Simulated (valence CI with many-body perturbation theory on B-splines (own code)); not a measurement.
Results of a calculation; reference values are marked as such.
**A CI+MBPT run for Ir⁴⁶⁺**

The program does CI of the valence electrons with many-body perturbation theory for a frozen closed Dirac-Fock core.

Command, and the settings that its task file holds:

```sh
python run_cv.py task.json out
```

```
atom Ir  Z=77  mass_number=193  rms_radius_fm=5.4032
core [Ar] 3d10
valence 4s2 5p1
avg = 1
basis = S
breit = 1
cap = 10000
capref = 1200
cscale = 1
de = 0.0
dress = 0
eps = 2e-08
extrap = 1
h = 0.27
hh = 1
l2 = 3
lcore = 6
maxit = 60
n2 = 5
natural = 1
nlev = 21
nno = [3, 3, 3, 2, 1]
nroot = 26
nsp = [3, 3, 2, 1, 0]
pt2 = 1
qed = 1
rpa = 1
s1 = 1
s2 = 1
s3 = 1
screen = 1
tol = 2e-05
whole = 1
```

Question: What became of the run, and why?

Answer: It gave no result: the start configuration must fill the lowest shells above the core. The program said: "5p is not the lowest shell of its kind above the core".
